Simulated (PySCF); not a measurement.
# Bonding in `N#C[C@@H]1CO[SiH2]O[C@H]1C#N`

Compound: C5H6N2O2Si.
SMILES with atom numbers: `[N:1]#[C:2][C@@H:3]1[CH2:4][O:5][SiH2:6][O:7][C@H:8]1[C:9]#[N:10]` (hydrogens: H11 on C3; H12, H13 on C4; H14, H15 on Si6; H16 on C8)

Structure used (GFN2-xTB), in Å, numbered top down from 1:
```
atom  x, y, z in Å
N1    -1.4657   -2.1664    1.6131
C2    -1.3082   -1.3106    0.8736
C3    -1.0934   -0.2233   -0.0527
C4    -0.2138   -0.6920   -1.2259
O5     1.0697   -1.0626   -0.8319
Si6    1.9075   -0.3122    0.3524
O7     0.8458    0.6223    1.1886
C8    -0.4166    0.9508    0.7007
C9    -0.3529    2.0931   -0.1994
N10   -0.2872    2.9737   -0.9239
H11   -2.0618    0.1095   -0.4434
H12   -0.1562    0.1197   -1.9637
H13   -0.6732   -1.5667   -1.7013
H14    2.3354   -1.3274    1.2896
H15    2.8983    0.5657   -0.2553
H16   -1.0352    1.2353    1.5680
```

Bond orders from the PBE0/pcSseg-1 density (PySCF). Isolated species at its GFN2-xTB geometry (one conformer only).

Question: How far do the computed orders between heavy atoms stray from the drawn ones?

Answer: The largest departure is 0.103, at Si6–O7 (drawn single, 0.897).

Question: Set the Mayer orders of the bonds beside their lengths.

Answer: 
```csv
bond,drawn as,length (Å),Mayer order
N1–C2,triple,1.142,3.054
C2–C3,single,1.444,0.978
C3–C4,single,1.539,0.984
C4–O5,single,1.393,0.901
O5–Si6,single,1.633,0.957
Si6–O7,single,1.643,0.897
O7–C8,single,1.393,0.913
C8–C9,single,1.456,0.966
C9–N10,triple,1.142,3.031
C8–C3,single,1.551,0.955
C3–H11,single,1.096,0.907
C4–H12,single,1.098,0.938
C4–H13,single,1.096,0.947
Si6–H14,single,1.446,0.929
Si6–H15,single,1.457,0.908
C8–H16,single,1.103,0.915
```

By pair of heavy elements: C–N: lowest C9–N10 (3.031, 1.142 Å), highest N1–C2 (3.054, 1.142 Å). C–C: lowest C8–C3 (0.955, 1.551 Å), highest C3–C4 (0.984, 1.539 Å). C–O: all 2 within 0.02 of one another (0.901 to 0.913). O–Si: lowest Si6–O7 (0.897, 1.643 Å), highest O5–Si6 (0.957, 1.633 Å).

Question: Sum the orders of all bonds at each heavy atom with more than one neighbour and set the sums beside the valence in the SMILES.

Answer: C2 4.032 (drawn 4), C3 3.824 (drawn 4), C4 3.770 (drawn 4), O5 1.858 (drawn 2), Si6 3.691 (drawn 4), O7 1.810 (drawn 2), C8 3.749 (drawn 4), C9 3.997 (drawn 4). Orders between atoms that aren't bonded are not in these sums.

For a closed shell the Mayer order of atoms A and B is Σ (PS)μν (PS)νμ over the basis functions μ on A and ν on B, with P the density and S the overlap matrix.

These values come from a run that also computed NMR shieldings. Hardware: Arm Neoverse V1, one thread (shared host). Cost: 48 s of wall time (grids of density and orbitals included), 0.93 GiB resident at most.
